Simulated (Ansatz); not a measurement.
Start from `[NH2][Al]([F])[TeH]` and change one atom or group to get `N[SiH2][Al]([NH2])[F]`.

Ansatz, PBE0-D4/def2-TZVP geometries, multiplicity 1. Each molecule was computed in one conformer, which needn't be the lowest.

Elements past krypton have def2 core potentials.

| property | `[NH2][Al]([F])[TeH]` |
| --- | --- |
| size of the dipole moment (B3LYP/def2-TZVPP) / D | 2.01 |
| HOMO energy (ωB97M-V/def2-TZVPP) / eV | -8.81 |
| HOMO energy (PBE0/def2-TZVPP) / eV | -6.77 |
| HOMO–LUMO gap (PBE0/def2-TZVPP) / eV | 6.03 |
| LUMO energy (PBE0/def2-TZVPP) / eV | -0.74 |
| size of the dipole moment (PBE/def2-TZVPP) / D | 1.97 |

(1) Give the same properties after the change, and the shifts. (Estimate.)

Answers

(1) Computed: 
```csv
property,`N[SiH2][Al]([NH2])[F]`,shift
size of the dipole moment (B3LYP/def2-TZVPP) / D,2.90,0.89
HOMO energy (ωB97M-V/def2-TZVPP) / eV,-9.44,-0.63
HOMO energy (PBE0/def2-TZVPP) / eV,-7.26,-0.49
HOMO–LUMO gap (PBE0/def2-TZVPP) / eV,6.45,0.42
LUMO energy (PBE0/def2-TZVPP) / eV,-0.82,-0.08
size of the dipole moment (PBE/def2-TZVPP) / D,2.96,0.99
```

With PBE0 the HOMO falls by 0.49 eV and the LUMO falls by 0.08 eV, so the gap widens by about 0.41 eV. PBE moves the HOMO by -0.22 eV and ωB97M-V by -0.63 eV. Dipoles are sizes alone; their direction can turn.

B3LYP here is the variant with VWN-RPA as its local correlation; programs differ in this.

Spin–orbit coupling is left out; it splits and shifts lone-pair levels of the heavy atoms by tenths of an eV.
